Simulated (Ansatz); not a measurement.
Basis-set extrapolation for CH3F3Si (`FC(F)(F)[SiH3]`) (PBE0-D4/def2-TZVP geometry, frozen core, Ansatz). Multiplicity 1, RHF reference.

```csv
,def2-TZVPP,def2-QZVPP
HF,-627.019093,-627.042787
MP2 correlation,-1.028393,-1.121557
CCSD(T) correlation,-1.087862,not run
```

Energies in hartree. Use E(X) = E(∞) + A·exp(−7.88·√X) for Hartree–Fock and E(X) = E(∞) + B·X^(−2.97) for correlation, with X = 3 and 4, and add CCSD(T) minus MP2 of the smaller set to the MP2 limit.

Question: What is the CCSD(T) energy at the basis-set limit?

Answer: HF limit: -627.042787 + (-0.023694) × 0.13774 = -627.04605. MP2 limit: -1.121557 + (-0.093164) × 0.74074 = -1.19057. Higher-order term: -1.087862 − (-1.028393) = -0.05947. Total: -628.29609 hartree, 118.7 kcal/mol below CCSD(T)/def2-TZVPP.
